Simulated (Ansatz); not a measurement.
Cost and result for the atomization energy of Cl₂H₄OSi₂, SMILES `[SiH3]O[SiH](Cl)Cl` (9 atoms, 8 bonds).

Cartesian coordinates in Å:
```
Si -0.716 1.410 0.215
O -0.448 -0.215 0.294
Si 0.524 -1.435 -0.092
Cl 0.645 -1.617 -2.119
Cl 2.398 -1.094 0.637
H -2.015 1.673 0.875
H -0.766 1.837 -1.205
H 0.373 2.127 0.920
H 0.005 -2.685 0.475
```

Charge 0, multiplicity 1. The geometry is a stationary point of PBE0-D4/def2-TZVP. It is one conformer, not always the lowest. Program: Ansatz. All runs use 4 threads of a server CPU on a shared host. Times are those of one run each, without the atoms' runs, and a repeat can differ threefold. Electronic energies, without spin–orbit coupling; frozen cores. CCSD(T)/CBS adds CCSD(T) − MP2 in def2-TZVPP to the MP2 limit, and its time is that of the two runs behind it. T1 = 0.010. HSE06 is the plane-wave form, built on full-range PBE exchange.

CCSD(T)/CBS is a level of theory with its own doubt, some kJ/mol a heavy atom from the limit and from the frozen cores, so smaller differences don't rank the functionals.

| level | functions | wall time |
| --- | --- | --- |
| LDA (SPW92)/def2-TZVPP | 255 | 1.1 s |
| BLYP-D4/def2-TZVPP | 255 | 1.5 s |
| PBE-D4/def2-TZVPP (with forces) | 255 | 2 s |
| CCSD(T)/def2-SVP | 106 | 2.6 s |
| PBE0-D4/def2-TZVPP | 255 | 2.7 s |
| HSE06-D4/def2-TZVPP | 255 | 2.8 s |
| B2PLYP/def2-TZVPP | 255 | 3.9 s |
| B97M-V/def2-TZVPP | 255 | 5 s |
| ωB97X-V/def2-TZVPP | 255 | 5.5 s |
| ωB97M-V/def2-TZVPP (with forces) | 255 | 8 s |
| MP2/def2-QZVPP | 457 | 15 s |
| CCSD(T)/def2-TZVPP | 255 | 70 s |
| CCSD(T)/CBS(def2) | – | 84 s |

What atomization energy does each give, and how far from CCSD(T)/CBS? (Estimate.)

Computed: 
```json
{"level": "LDA (SPW92)/def2-TZVPP", "atomization (kcal/mol)": "820.1", "difference from CCSD(T)/CBS": "82.1", "per bond": "10.3"}
{"level": "BLYP-D4/def2-TZVPP", "atomization (kcal/mol)": "721.6", "difference from CCSD(T)/CBS": "-16.4", "per bond": "-2.0"}
{"level": "PBE-D4/def2-TZVPP (with forces)", "atomization (kcal/mol)": "730.0", "difference from CCSD(T)/CBS": "-8.0", "per bond": "-1.0"}
{"level": "CCSD(T)/def2-SVP", "atomization (kcal/mol)": "670.9", "difference from CCSD(T)/CBS": "-67.1", "per bond": "-8.4"}
{"level": "PBE0-D4/def2-TZVPP", "atomization (kcal/mol)": "724.2", "difference from CCSD(T)/CBS": "-13.8", "per bond": "-1.7"}
{"level": "HSE06-D4/def2-TZVPP", "atomization (kcal/mol)": "724.5", "difference from CCSD(T)/CBS": "-13.5", "per bond": "-1.7"}
{"level": "B2PLYP/def2-TZVPP", "atomization (kcal/mol)": "722.0", "difference from CCSD(T)/CBS": "-16.0", "per bond": "-2.0"}
{"level": "B97M-V/def2-TZVPP", "atomization (kcal/mol)": "739.9", "difference from CCSD(T)/CBS": "1.9", "per bond": "0.2"}
{"level": "ωB97X-V/def2-TZVPP", "atomization (kcal/mol)": "739.5", "difference from CCSD(T)/CBS": "1.5", "per bond": "0.2"}
{"level": "ωB97M-V/def2-TZVPP (with forces)", "atomization (kcal/mol)": "737.8", "difference from CCSD(T)/CBS": "-0.2", "per bond": "0.0"}
{"level": "MP2/def2-QZVPP", "atomization (kcal/mol)": "744.7", "difference from CCSD(T)/CBS": "6.7", "per bond": "0.8"}
{"level": "CCSD(T)/def2-TZVPP", "atomization (kcal/mol)": "714.1", "difference from CCSD(T)/CBS": "-23.9", "per bond": "-3.0"}
{"level": "CCSD(T)/CBS(def2)", "atomization (kcal/mol)": "738.0", "difference from CCSD(T)/CBS": "0.0", "per bond": "0.0"}
```

At CCSD(T), def2-SVP lies −67.1 kcal/mol from the extrapolated value and def2-TZVPP −23.9 kcal/mol: correlation converges slowly with the basis, and small sets miss more of it in the bonded molecule than in its fragments. From r2SCAN to r2SCAN0 (25 % exact exchange), in def2-TZVPP and without D4, the atomization energy moves by −10.2 kcal/mol: exact exchange takes away binding that semilocal exchange gives to molecules. The D4 term adds +10.7 kcal/mol with B3LYP and +5.6 kcal/mol with PBE0; it sums over pairs of atoms, weighted by their polarisabilities, and B3LYP, whose exchange is more repulsive, gets the larger term.

B3LYP here is the variant with VWN-RPA as its local correlation; programs differ in this.
